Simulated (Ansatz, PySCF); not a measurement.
Molecule: SbH₂, net charge 1, singlet state. 
Structure (B3LYP-D3(BJ)/def2-TZVP (Ansatz, a quantum-chemistry and plane-wave program) minimum search):
```xyz
3

Sb     0.0011     0.0456     0.0005
H     -1.2416    -1.1347    -0.0143
H      1.1862    -1.1926    -0.0092
```
Charge +1, spin multiplicity 1.

Total electronic energies in hartree. Valence correlation only, unless marked. Spin-orbit coupling is left out. The frozen core is the preceding noble-gas configuration, with the filled d and f shells of earlier blocks. Past Kr the def2 sets carry scalar-relativistic core potentials. STO-3G rows are all-electron and non-relativistic. CBS marks a two-point X^-3 extrapolation of the correlation energy; Hartree-Fock from the larger set. The bracket is a focal-point correction in the basis named.

The Hartree-Fock reference is unstable (checked in the largest basis), which strains HF and MP2. 

| level | program | energy (Eh) |
|---|---|---|
| TPSS-D4/def2-TZVPD | PySCF + dftd4 | ? |
| CAM-B3LYP-D3(BJ)/def2-TZVPD | Ansatz + dftd3 | -241.08510 |
| MP2/def2-TZVPPD | Ansatz | -240.20159 |
| MP2/def2-QZVPPD | Ansatz | -240.21086 |
| SCS-MP2/STO-3G | Ansatz | -6252.30183 |
| CCSD/def2-SVPD | Ansatz | -240.19970 |
| CCSD(T)/def2-SVP | Ansatz | -240.19733 |
| RI-MP2/CBS(def2-TZVPP,def2-QZVPP)+[CCSD(T)-MP2]/def2-TZVPP | Ansatz | -240.2443 |
| CCSD(T)/CBS(def2-TZVPPD,def2-QZVPPD) | Ansatz | -240.2416 |

Task: Some entries are withheld; supply them.

Result: 
- TPSS-D4/def2-TZVPD, energy (Eh): -241.00912
